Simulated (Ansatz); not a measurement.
`[AlH2][S][AlH2]` + `O[SiH](O)Br` → `O[SiH](Br)[O][AlH2]` + `[AlH2][SH]`  (ligand exchange at the Al–S bond)

Calculated with Ansatz (gas phase, PBE0-D4/def2-TZVP geometries, no zero-point term in ΔE). CCSD(T)/CBS adds triple-zeta CCSD(T) − MP2 to the extrapolated MP2 energy (def2 sets, frozen cores). This one scheme is used for every species. Functionals use def2-TZVPP. B3LYP here is the variant with VWN-RPA as its local correlation; programs differ in this. For Br outer-core shells are correlated without core-valence functions, which leaves a few kJ/mol of doubt a bond. Scalar relativity is left out up to krypton. One conformer a species, not always the lowest.

Question: Is it downhill or uphill in electronic energy at CCSD(T)/CBS, and by how much? (Estimate.)

Answer: The calculation gave: Downhill: ΔE = -10.0 kcal/mol.

Question: What do these levels give: PBE-D4, B3LYP-D4, ωB97M-V, PBE, MP2/def2-TZVPP, SCS-MP2/def2-TZVPP, CCSD/def2-TZVPP, CCSD(T)/def2-TZVPP, HF/def2-QZVPP, SCS-MP2/def2-QZVPP, HF/CBS(def2), MP2/CBS(def2)? (An estimate is asked.)

Answer: The calculation gave: PBE-D4 -7.5, B3LYP-D4 -11.6, ωB97M-V -10.2, PBE -7.5, MP2/def2-TZVPP -10.3, SCS-MP2/def2-TZVPP -11.6, CCSD/def2-TZVPP -11.5, CCSD(T)/def2-TZVPP -10.8, HF/def2-QZVPP -13.8, SCS-MP2/def2-QZVPP -11.3, HF/CBS(def2) -13.9, MP2/CBS(def2) -9.5 kcal/mol.

Largest T1 diagnostic among the species: 0.011.

In def2-TZVPP, CCSD(T) changes the Hartree–Fock value by +2.4 kcal/mol (the triples alone add +0.7 kcal/mol) and MP2 by +2.9 kcal/mol.
